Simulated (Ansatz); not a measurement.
CH7FOSi2 (`C[SiH2][SiH](O)F`). The species carries charge 0 and has multiplicity 1.

```xyz
12

C     0.656   -0.430   -1.747
Si   -0.021    0.917   -0.633
Si   -0.260    0.139    1.560
O    -1.142   -1.240    1.472
F     1.189   -0.189    2.173
H     1.644   -0.748   -1.407
H     0.745   -0.075   -2.776
H    -0.004   -1.299   -1.736
H    -1.358    1.378   -1.104
H     0.882    2.103   -0.617
H    -0.877    1.085    2.531
H    -1.455   -1.641    2.285
```

Problem. List the harmonic frequencies (cm⁻¹, unscaled) at PBE0-D4/def2-TZVP in Ansatz. (An estimate is asked.)

Solution. The calculation gave: 37, 99, 127, 176, 242, 272, 354, 418, 442, 610, 671, 716, 750, 824, 841, 865, 886, 912, 935, 955, 1276, 1451, 1453, 2196, 2208, 2209, 3057, 3143, 3146, 3911.

Problem. Is this a minimum?

Solution. Yes, all 30 modes are real.

Problem. Give the ideal-gas thermochemistry at 298.15 K and 1 bar (rigid rotor, harmonic oscillator; point group C1, symmetry number 1).

Solution. Zero-point energy 210.4 kJ/mol; H(298) − E = 235.2 kJ/mol; entropy 379.0 J/(mol·K), of which translation 167.5, rotation 115.6, vibration 95.9; G(298) − E = 122.2 kJ/mol. Modes under 100 cm⁻¹ are hindered rotations or soft bends, so the harmonic entropy is rough.

Problem. Rotational constants (cm⁻¹)?

Solution. 0.1442, 0.0592, 0.05511.
